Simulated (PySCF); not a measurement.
C9H18.
SMILES: `CCCC1CCCCC1`

A linear-response calculation (PySCF, def2-SVPD basis, gas phase, vertical, core orbitals frozen in the response) gave these numbers; the functional is withheld.

Orbital energies (eV): HOMO-3 -10.84, HOMO-2 -10.59, HOMO-1 -10.14, HOMO -10.01, LUMO 2.48, LUMO+1 2.69, LUMO+2 2.74.

```tsv
state	E (eV)	f	main configurations (H = HOMO, L = LUMO)
S1	8.59	0.0006	H→L (79%)
S2	8.73	0.0040	H-1→L (76%), H-1→L+1 (10%)
S3	8.82	0.0006	H→L+2 (83%)
S4	8.94	0.0010	H-1→L+2 (82%)
S5	8.99	0.019	H→L+1 (43%), H-3→L (14%), H-4→L (8%)
S6	9.03	0.0008	H-2→L (60%), H-2→L+1 (11%)
```

Triplets (Tamm–Dancoff): T1 8.44 eV, H→L (74%); T2 8.58 eV, H-1→L (71%), H-1→L+1 (11%); T3 8.74 eV, H→L+2 (86%); T4 8.86 eV, H→L+1 (30%), H-1→L+2 (19%), H-3→L (9%).

Vertical ionisation energy by ΔSCF with the same functional: 10.08 eV. Mean static polarisability: 106.3 au.

Question: Name the functional.
A. wB97X-D
B. PBE0
C. HF
D. PBE

Answer: A. wB97X-D is range-separated, 22% exact exchange at short range and 100% at long range (ω = 0.2 bohr⁻¹). In this run −ε(HOMO) = 10.01 eV differs from the ΔSCF value by -0.07 eV, and S1 differs from the orbital gap of 12.49 eV by -3.90 eV. The ratio −ε(HOMO)/IP is 0.99. Small neutral molecules mostly give 0.89 to 0.99 with wB97X-D, 0.5 to 0.7 with PBE, 0.7 to 0.83 with PBE0; Hartree–Fock can't fall below 1, since the ion's relaxation only lowers the ΔSCF value.

Method: TDDFT wB97X-D/def2-SVPD, vertical, gas phase, core orbitals frozen in the response in PySCF. Isolated species at its PBE0-D3(BJ)/def2-SVP geometry (one conformer only).
